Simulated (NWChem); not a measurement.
System: MgSiH4Se; SMILES [SiH3][Mg][SeH]

Input file for NWChem:

```
start job
memory heap 200 mb stack 900 mb global 1100 mb
geometry units angstroms noautoz
  Mg    -0.231093    -0.267732    -0.008693
  Se    -0.054473     2.166933    -0.008760
  H      1.415756     2.052106     0.005616
  Si    -0.443162    -2.833711    -0.008778
  H     -1.198633    -3.348128    -1.200328
  H     -1.161115    -3.351651     1.204116
  H      0.894736    -3.515831    -0.030609
end
basis spherical
  * library def2-tzvp
end
dft
  xc m06
  iterations 150
  mulliken
end
task dft energy
```

The geometry was optimised at PBE0/def2-SVP.

### Question
Give the results of this calculation. (M06/def2-TZVP.) Quantities: energy (Ha); highest occupied level (eV); orbital gap (eV); dipole (D).

### Answer
```yaml
energy (Ha): -2893.47
highest occupied level (eV): -6.69
orbital gap (eV): 5.33
dipole (D): 0.74
```
